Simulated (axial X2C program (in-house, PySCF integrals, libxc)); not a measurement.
Low determinants of WF⁻ at the PBE0 level, with spin–orbit coupling

All values were computed with an axial X2C code built on PySCF integrals. Two-component (2c) means X2C with spin–orbit coupling and atomic mean-field two-electron Coulomb and Gaunt terms. Basis: W dyall-acv3z [14s15p10d7f4g], F dyall-av3z [7s6p3d2f] (cores contracted in-house); Gaussian nuclei, density fitting, unrestricted open shells. Masses: W 183.951 u, F 18.998 u.

Search at 1.928 Å (vertical energies from the lowest determinant):

| ΔE (eV) | state | electrons beyond evenly filled partner blocks | electrons in ±ω = 1/2, 3/2, 5/2, 7/2 |
| --- | --- | --- | --- |
| 0.00 | Ω = 2 | ω = -1/2, ω = 5/2 | 49 24 9 2 |
| 0.56 | Ω = 3 | ω = 1/2, ω = 5/2 | 49 24 9 2 |
| 0.67 | Ω = 1 | ω = -3/2, ω = 5/2 | 50 23 9 2 |
| 1.10 | Ω = 4 | ω = 3/2, ω = 5/2 | 48 25 9 2 |
| 1.20 | Ω = 1 | ω = -3/2, ω = 5/2 | 48 25 9 2 |
| 1.21 | Ω = 0 | none | 50 24 8 2 |
| 1.31 | Ω = 0 | 2 × ω = 1/2, ω = 3/2, ω = -5/2 | 50 23 9 2 |

Lowest determinant, Ω = 2 (⟨Sz⟩ = 1.95, ⟨Lz⟩ = 0.05 at PBE0): Re = 1.924 Å, ωe = 554.5 cm⁻¹.

The determinant in row 2 of the search, Ω = 3 (⟨Sz⟩ = 2.94, ⟨Lz⟩ = 0.06 at PBE0), was followed along the bond at PBE0; measured from the minimum of the lowest determinant it gives:

Te = 0.534 eV (4307 cm⁻¹), Re = 1.992 Å, ωe = 448.8 cm⁻¹.

(1) Compare the bond of the determinant in row 2 with that of the lowest one.

The search compares states at one distance, so a state with another bond length can lie lower; it is not exhaustive and yields mostly the lowest determinant of each block pattern, so other components and higher states of one pattern are missing. These are energies of single determinants, not of spin-adapted states; PBE0 term energies can be off by some tenths of an eV, and the functional has no current term. Open-shell Ω = 0 determinants with evenly filled partner blocks cannot be reached by this program, so the Ω shown need not be the lowest component. For an anion, determinants above electron detachment are held by the basis set. Row 1 has a positive highest level at its minimum. Row 2 has a positive highest level at its minimum.

## Answers

(1) At PBE0 its Re is 0.068 Å longer and its force constant, which goes as ωe², is 0.66 times that of the lowest determinant. T0 ≈ Te + Δωe/2 = 4307 + (-53) = 4254 cm⁻¹.
